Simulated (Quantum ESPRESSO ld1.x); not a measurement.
Al III, 11 electrons, occupied as [Ne] 3s1. Calculated with ld1.x of Quantum ESPRESSO 7.5: scalar-relativistic Kohn-Sham, LDA (Slater exchange, VWN5 correlation), spin-polarised, spherical densities, point nucleus; open shells are filled with parallel spins first.

Normalised radial functions P(r) = r R(r), r in bohr:

```
   r/bohr * 3s down (the largest magnitude, 0.704, reaches the edge; | marks zero)
 0.004908                             |*
 0.007034                             | *
  0.01008                             |  *
  0.01445                             |  *
  0.02071                             |   *
  0.02969                             |     *
  0.04256                             |      *
    0.061                             |      *
  0.08743                             |     *
   0.1253                             |  *
   0.1782                           * |
   0.2554                     *       |
   0.3661                *            |
   0.5247                 *           |
   0.7521                           * |
    1.078                             |             *
    1.545                             |                         *
    2.215                             |                          *
    3.174                             |                *
     4.55                             |     *
    6.521                             |*
```

3s down (empty): eigenvalue -22.693 eV, 2 radial nodes at r = 0.162, 0.792 bohr, <r> = 2.21 bohr, 90 % of the charge inside 3.32 bohr.
